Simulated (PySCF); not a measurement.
## Working with the constants of AlBr

RHF-CCSD(T) constants of AlBr, ¹Σ⁺ (singlet), closed shell (PySCF, no relativity, basis sets Al def2-TZVPP, Br def2-TZVPP; masses 26.9815 and 78.9183 u):

- ωe: 380.2 cm⁻¹
- ωexe: 1.25 cm⁻¹
- Be: 0.15647 cm⁻¹
- αe: 0.000825 cm⁻¹
- D (centrifugal): 1.06e-07 cm⁻¹
- De to Al + Br: 4.56 eV

(1) Give the band origin of the fundamental and the first lines of its P and R branches.

(2) Near which J would the R branch turn back, without centrifugal distortion?

Correlated steps freeze 14 core orbitals. Where the molecule has an RHF reference, its open-shell atoms are computed with UHF.

Answers

(1) ν0 = ωe − 2ωexe = 377.7 cm⁻¹, B0 = 0.15606, B1 = 0.15523 cm⁻¹.

```tsv
J″	P(J″) − ν0	R(J″) − ν0
0		0.310
1	-0.312	0.619
2	-0.626	0.926
3	-0.941	1.232
4	-1.258	1.536
5	-1.577	1.838
6	-1.897	2.138
```

(2) At J ≈ (B0 + B1)/(2(B0 − B1)) − 1 ≈ 190.
